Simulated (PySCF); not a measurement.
PySCF input:

```python
from pyscf import gto, scf, mp, cc as ccmod

mol = gto.M(
    atom='''
    Si   -0.42068554   -0.05904390    0.53337079
    C    -2.13385605   -0.22310219    0.36944017
    Cl    0.66877584   -1.55675386   -0.53117723
    Cl    0.73970422    1.69393726   -0.18099865
    H     0.10769728   -0.08683472    1.91887008
    H    -2.75415953    0.29037943    1.10154202
    H    -2.60496469   -0.37043492   -0.59725396
    ''',
    basis='cc-pvdz',
    charge=-1,
    spin=0,
    verbose=4,
)

mf = scf.RHF(mol)
mf.conv_tol = 1e-10
mf.max_cycle = 100
mf.kernel()
mp2 = mp.MP2(mf, frozen=16).run()
cc = ccmod.CCSD(mf, frozen=16)
cc.max_cycle = 100
cc.kernel()
et = cc.ccsd_t()
print(f'E(CCSD(T)) = {cc.e_tot + et:.9f}')
```

Question: Predict the final energy.

Answer: -1248.21061 Eh (CCSD(T)/cc-pVDZ).

It need not be the lowest isomer of its formula. Whether it binds its extra electron was not tested at this geometry.
